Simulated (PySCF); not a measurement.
All of these have the formula C6H6FNO. Computed, not measured: TDDFT CAM-B3LYP/def2-SVPD, vertical, gas phase, core orbitals frozen in the response in PySCF 2.14.0, density-fitted response routines. Geometries: GFN2-xTB; one conformer of each isolated species. Triplets are in the Tamm–Dancoff approximation.

A. `CC(=O)NC(F)=C1C=C1`
B. `C1COC(F)=C[C@H]1C#N`
C. `N#CC1=C[C@H](F)COC1`
D. `C#C/C(=C\F)C(=O)NC`

Lowest singlet levels (six at most, fewer where fewer were computed) with oscillator strengths:

1. 189 nm (f 0.033); 179 nm (f 0.151); 169 nm (f 0.030); 168 nm (f 0.005); 160 nm (f 0.045); 158 nm (f 0.001); T1 4.55 eV
2. 298 nm (f 0.009); 235 nm (f 0.029); 229 nm (f 0.177); 220 nm (f 0.001); 218 nm (f 0.038); 201 nm (f 0.005); T1 3.14 eV
3. 213 nm (f 0.080); 200 nm (f 0.270); 184 nm (f 0.004); 173 nm (f 0.003); 172 nm (f 0.014); 164 nm (f 0.001); T1 3.68 eV
4. 250 nm (f 0.000); 225 nm (f 0.099); 210 nm (f 0.239); 209 nm (f 0.000); 203 nm (f 0.000); 180 nm (f 0.090); T1 3.34 eV

Question: Match each spectrum to its molecule.

Answer: 1 = B, 2 = A, 3 = C, 4 = D.
- A: S1 at 4.17 eV, HOMO→LUMO (99%); Löwdin shares by element: HOMO carbon 58% or more, nitrogen 14% (atoms not listed hold the other 28%); LUMO carbon 83% or more, hydrogen 8% or more; HOMO -6.85 and LUMO 0.56 eV.
- B: S1 at 6.55 eV, HOMO→LUMO (88%); Löwdin shares by element: HOMO carbon 58% or more, oxygen 19%, fluorine 6% (atoms not listed hold the other 17%); LUMO carbon 22% or more, hydrogen 19% or more (atoms not listed hold the other 59%); HOMO -8.68 and LUMO 0.82 eV.
- C: S1 at 5.81 eV, HOMO→LUMO (47%), HOMO-1→LUMO (47%); Löwdin shares by element: HOMO carbon 56% or more, nitrogen 15% (atoms not listed hold the other 30%); LUMO carbon 62% or more, nitrogen 14% (atoms not listed hold the other 23%); HOMO -9.57 and LUMO -0.73 eV.
- D: S1 at 4.96 eV, HOMO-2→LUMO (90%); Löwdin shares by element: HOMO carbon 78% or more (atoms not listed hold the other 22%); LUMO carbon 58% or more, fluorine 8% (atoms not listed hold the other 33%); HOMO -8.74 and LUMO -0.49 eV; point group Cs, 3 of its 6 listed states under f = 0.0005.
